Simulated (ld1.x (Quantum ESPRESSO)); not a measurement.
An all-electron radial function and its pseudo partner (Be)

Columns: radius, all-electron u(r) and pseudo u(r) of the 2p shell (level -1.93 eV) of beryllium in the configuration [He] 2s2 2p0; BLYP, non-relativistic, RRKJ scheme, ld1.x (Quantum ESPRESSO) 7.5.

| r (bohr) | all-electron | pseudo |
| --- | --- | --- |
| 0.210 | 0.0464 | 0.0151 |
| 0.420 | 0.1328 | 0.0585 |
| 0.630 | 0.2226 | 0.1252 |
| 0.840 | 0.3031 | 0.2073 |
| 1.050 | 0.3702 | 0.2954 |
| 1.260 | 0.4238 | 0.3798 |
| 1.470 | 0.4656 | 0.4522 |
| 1.680 | 0.4953 | 0.5072 |
| 1.890 | 0.5140 | 0.5425 |
| 2.100 | 0.5232 | 0.5589 |
| 2.310 | 0.5247 | 0.5598 |
| 2.520 | 0.5201 | 0.5494 |
| 2.730 | 0.5107 | 0.5319 |
| 2.940 | 0.4978 | 0.5111 |
| 3.150 | 0.4821 | 0.4892 |
| 3.360 | 0.4645 | 0.4675 |
| 3.570 | 0.4456 | 0.4465 |
| 3.780 | 0.4258 | 0.4260 |
| 3.990 | 0.4056 | 0.4056 |
| 4.200 | 0.3852 | 0.3852 |
| 4.410 | 0.3649 | 0.3649 |
| 4.620 | 0.3448 | 0.3448 |
| 4.830 | 0.3252 | 0.3252 |
| 5.040 | 0.3061 | 0.3061 |
| 5.250 | 0.2875 | 0.2875 |
| 5.460 | 0.2697 | 0.2697 |

How many radial nodes do the two functions have?

The all-electron 2p function has n − l − 1 = 0; the pseudo-wave has 0.

At about which radius was the pseudo-wave matched?

4.20 bohr. The columns agree to 0.0005 from 3.78 bohr on; several derivatives are matched, so the curves merge somewhat inside the radius.

Where does each function peak?

Outermost all-electron maximum near 2.31 bohr, pseudo maximum near 2.31 bohr (to the table’s step).

Is the pseudo-wave norm-conserving?

Yes: the RRKJ scheme keeps the norm inside the radius equal to the all-electron one, which fixes the energy derivative of the logarithmic derivative at the level.
